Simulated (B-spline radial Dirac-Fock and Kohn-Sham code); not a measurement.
**Relativistic shifts of the levels of Hg**

System: the Hg atom, configuration [Xe] 4f14 5d10 6s2.

Both columns are ΔSCF binding energies of the configuration average from an atomic code on a B-spline grid: non-relativistic Hartree-Fock with a point nucleus, and Dirac-Fock with a finite nucleus and the Coulomb interaction alone, averaged over the two j levels with weights 2j+1.

| shell | Hartree-Fock (eV) | Dirac-Fock (eV) | shift (eV) | shift (%) |
| --- | --- | --- | --- | --- |
| 1s | 75528.1 | 83558.7 | +8030.56 | +10.63 |
| 2s | 12756.6 | 14915.1 | +2158.45 | +16.92 |
| 2p | 12247.9 | 12975.4 | +727.49 | +5.94 |
| 3s | 3048.3 | 3588.8 | +540.47 | +17.73 |
| 3p | 2808.0 | 3012.0 | +204.05 | +7.27 |
| 3d | 2364.3 | 2342.8 | -21.51 | -0.91 |
| 4s | 682.5 | 818.8 | +136.34 | +19.98 |
| 4p | 577.1 | 625.2 | +48.05 | +8.33 |
| 4d | 384.4 | 377.0 | -7.35 | -1.91 |
| 4f | 123.3 | 106.3 | -17.04 | -13.82 |
| 5s | 109.6 | 133.9 | +24.34 | +22.21 |
| 5p | 73.77 | 79.56 | +5.78 | +7.84 |
| 5d | 16.82 | 14.03 | -2.79 | -16.57 |
| 6s | 6.83 | 8.55 | +1.72 | +25.14 |

Relativity binds 1s, 2s, 2p, 3s, 3p, 4s, 4p, 5s, 5p, 6s more strongly, among those listed most of all 6s in relative terms, and 3d, 4d, 4f, 5d more weakly, because the contracted s and p shells screen the nucleus better.

Values without a named source are computed, but for edge energies of neutral atoms, which are taken from tables.
